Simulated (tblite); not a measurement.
Species: C3H7O3S (charge -1).
Z-matrix (Å and degrees, GFN2-xTB geometry), rows numbered from 1:
```
C 
S   1  1.6872
O   2  1.4559  1  112.41
O   2  1.4559  1  112.38  3  -130.25
O   2  1.7524  1  111.30  3   114.87
C   5  1.3872  2  108.64  1  -179.96
C   6  1.5261  5  110.74  2   179.96
H   1  1.0863  2  105.72  3   -56.29
H   1  1.0864  2  105.73  3  -173.43
H   6  1.1013  5  108.95  2   -58.40
H   6  1.1013  5  109.01  2    58.56
H   7  1.0889  6  110.06  5  -179.89
H   7  1.0878  6  109.76  5   -59.61
H   7  1.0878  6  109.91  5    59.67
```

Computed values, GFN2-xTB/tblite, gas phase, harmonic and unscaled. The method is semi-empirical: single wavenumbers can be off by several per cent or more. One conformer, not necessarily the lowest.

Harmonic wavenumbers (cm⁻¹): 29.9, 92.0, 143.6, 210.6, 266.2, 281.1, 310.5, 360.0, 390.7, 476.2, 505.8, 606.0, 768.0, 827.0, 864.0, 935.8, 975.3, 1082.8, 1093.1, 1160.5, 1161.5, 1172.6, 1257.0, 1337.9, 1381.7, 1429.8, 1486.1, 1505.3, 1508.1, 2837.1, 2871.4, 2966.7, 2996.0, 3005.1, 3023.3, 3029.5.

A = 4614, B = 1418, C = 1400 MHz; mass 123.012 u (most abundant isotopes); point group Cs, symmetry number 1.

**Question.** Zero-point energy?

**Answer.** ½Σν̃ = 22174 cm⁻¹ = 265.26 kJ/mol.

**Question.** Entropy at 298.15 K, 1 bar (ideal gas, RRHO, classical rotation)?

**Answer.** Translation 168.87, rotation 116.96, vibration 99.94: S = 385.8 J/(mol K).

**Question.** And Cp and H(298.15 K) − H(0)?

**Answer.** Cp = 134.09 J/(mol K), of which vibrations give 100.83 (their classical limit is 36 R = 299.3); H(298.15 K) − H(0) = 25.41 kJ/mol without the zero-point energy, 15.49 from vibrations.

**Question.** How do the functions run with temperature in this model?

**Answer.** 
```csv
T (K),S (J/(mol K)),Cp (J/(mol K)),H − H(0) (kJ/mol),G − H(0) (kJ/mol),ln q(vib)
150,311.1,87.6,8.92,-37.75,2.64
250,363.5,119.5,19.30,-71.56,4.76
400,429.3,162.9,40.56,-131.15,7.88
600,504.2,206.6,77.80,-224.70,11.87
900,596.5,248.1,146.53,-390.32,17.36
```

q(vib) and H(0) count from the zero-point level.

**Question.** What must be added to the electronic energy to get the Gibbs energy at 298.15 K and 1 bar?

**Answer.** ZPE + [H(298.15 K) − H(0)] − T·S = 265.26 + 25.41 − 115.02 = 175.65 kJ/mol.

Hindered rotation and anharmonicity are outside this model. Other conformers, if any are populated, would add a mixing term that is left out.
